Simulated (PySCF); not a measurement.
C4H6O2Si.
SMILES with atom numbers: `[SiH3:1][O:2][c:3]1[cH:4][cH:5][o:6][cH:7]1` (hydrogens: H8, H9, H10 on Si1; H11 on C4; H12 on C5; H13 on C7)

The same species was optimised twice, with GFN2-xTB and with PBE0-D3(BJ)/def2-SVP (PySCF), and the same property calculations (PySCF, gas phase) were run on both structures.

| coordinate | GFN2-xTB | PBE0-D3(BJ)/def2-SVP | change |
| --- | --- | --- | --- |
| Si1–O2 (Å) | 1.628 | 1.676 | +0.048 |
| C3–C4 (Å) | 1.422 | 1.434 | +0.012 |
| O2–C3 (Å) | 1.340 | 1.346 | +0.006 |
| O6–C7 (Å) | 1.348 | 1.353 | +0.005 |
| C4–C5 (Å) | 1.359 | 1.364 | +0.005 |
| C5–O6 (Å) | 1.340 | 1.341 | +0.001 |
| C3–C7 (Å) | 1.367 | 1.368 | +0.001 |
| Si1–O2–C3 (°) | 131.7 | 126.6 | -5.1 |
| C5–O6–C7 (°) | 107.4 | 108.0 | +0.6 |
| O2–C3–C7 (°) | 125.8 | 125.2 | -0.6 |
| C3–C7–O6 (°) | 110.1 | 109.5 | -0.6 |
| C4–C3–C7 (°) | 106.0 | 106.4 | +0.4 |
| C3–C4–C5 (°) | 105.6 | 105.3 | -0.3 |
| O2–C3–C4 (°) | 128.2 | 128.4 | +0.2 |
| C4–C5–O6 (°) | 110.9 | 110.8 | -0.1 |
| Si1–O2–C3–C4 (°) | 0 | 0 | 0 |

Rotational constants: A = 7631, B = 1265, C = 1099 MHz (GFN2-xTB) against A = 7325, B = 1276, C = 1101 MHz (PBE0-D3(BJ)/def2-SVP). Point groups within 0.08 Å: Cs and Cs.

On the GFN2-xTB structure: isotropic polarisability (au) 75.5 [CAM-B3LYP/def2-SVPD]; HOMO (eV) -7.65 [CAM-B3LYP/def2-SVPD]; LUMO (eV) 0.98 [CAM-B3LYP/def2-SVPD]; dipole (D) 1.37 [CAM-B3LYP/def2-SVPD]; HOMO (eV) -6.34 [PBE0/pcSseg-1]; LUMO (eV) 0.19 [PBE0/pcSseg-1]; dipole (D) 1.43 [PBE0/pcSseg-1]; GIAO shielding of Si1 (ppm) 388.3 [PBE0/pcSseg-1]; GIAO shielding of O2 (ppm) 285.2 [PBE0/pcSseg-1]; GIAO shielding of C3 (ppm) 34.5 [PBE0/pcSseg-1]; GIAO shielding of C4 (ppm) 79.1 [PBE0/pcSseg-1]; GIAO shielding of C5 (ppm) 41.3 [PBE0/pcSseg-1]; GIAO shielding of O6 (ppm) 57.3 [PBE0/pcSseg-1]; GIAO shielding of C7 (ppm) 52.9 [PBE0/pcSseg-1].

Q: What do these properties become on the PBE0-D3(BJ)/def2-SVP structure?

A: 
```
                                    property                level  on GFN2-xTB  on PBE0-D3(BJ)/def2-SVP  change
               isotropic polarisability (au)  CAM-B3LYP/def2-SVPD         75.5                     77.2    +1.7
                                   HOMO (eV)  CAM-B3LYP/def2-SVPD        -7.65                    -7.66   -0.01
                                   LUMO (eV)  CAM-B3LYP/def2-SVPD         0.98                     0.96   -0.02
                                  dipole (D)  CAM-B3LYP/def2-SVPD         1.37                     1.40   +0.03
energy, GFN2-xTB geometry as zero (kcal/mol)  CAM-B3LYP/def2-SVPD          0.0                     -2.8    -2.8
                                   HOMO (eV)        PBE0/pcSseg-1        -6.34                    -6.35   -0.01
                                   LUMO (eV)        PBE0/pcSseg-1         0.19                     0.21   +0.02
                                  dipole (D)        PBE0/pcSseg-1         1.43                     1.44   +0.01
energy, GFN2-xTB geometry as zero (kcal/mol)        PBE0/pcSseg-1          0.0                     -2.4    -2.4
                 GIAO shielding of Si1 (ppm)        PBE0/pcSseg-1        388.3                    384.3    -4.0
                  GIAO shielding of O2 (ppm)        PBE0/pcSseg-1        285.2                    280.8    -4.4
                  GIAO shielding of C3 (ppm)        PBE0/pcSseg-1         34.5                     32.9    -1.6
                  GIAO shielding of C4 (ppm)        PBE0/pcSseg-1         79.1                     77.8    -1.3
                  GIAO shielding of C5 (ppm)        PBE0/pcSseg-1         41.3                     39.4    -1.9
                  GIAO shielding of O6 (ppm)        PBE0/pcSseg-1         57.3                     54.1    -3.2
                  GIAO shielding of C7 (ppm)        PBE0/pcSseg-1         52.9                     52.4    -0.5
```

The heavy atoms differ by 0.037 Å rms after alignment. Among bonds between heavy atoms Si1–O2 changes most (+0.048 Å). Changes are differences of the printed values. Neither structure is proved a minimum here.

The values belong to the conformer `[SiH3:1][O:2][c:3]1[cH:4][cH:5][o:6][cH:7]1`: Si1–O2–C3–C4 0°.
